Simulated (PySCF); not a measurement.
**Working with the constants of Cu₂⁺**

PBE0 constants of Cu₂⁺, ²Σg⁺ (doublet), unpaired electrons σ ↑ (Cu cc-pVDZ-PP with ECP10; scalar-relativistic core potentials (PySCF 2.14); masses 62.9296 and 62.9296 u):

```
ωe                               : 204.4 cm⁻¹
ωexe                             : 1.28 cm⁻¹
Be                               : 0.095341 cm⁻¹
αe                               : 0.000740 cm⁻¹
De to Cu⁺ (3d10) + Cu (3d10 4s1) : 2.11 eV
```

(1) What force constant and bond length do these constants imply?

(2) Estimate the centrifugal constant D from the Kratzer relation and find the Dunham coefficient a1.

The state is the lowest single determinant that the PBE0 search found; with open d or f shells the true ground state can be another one.

Answers

(1) Reduced mass μred = 31.465 u; k = 5.8918×10⁻⁷·μred·ωe² (u, cm⁻¹, mdyn/Å) = 0.775 mdyn/Å; Re = √(16.8576/(μred·Be)) (u, cm⁻¹, Å) = 2.371 Å.

(2) D = 4Be³/ωe² = 8.3e-08 cm⁻¹; a1 = −1 − αeωe/(6Be²) = -3.77.
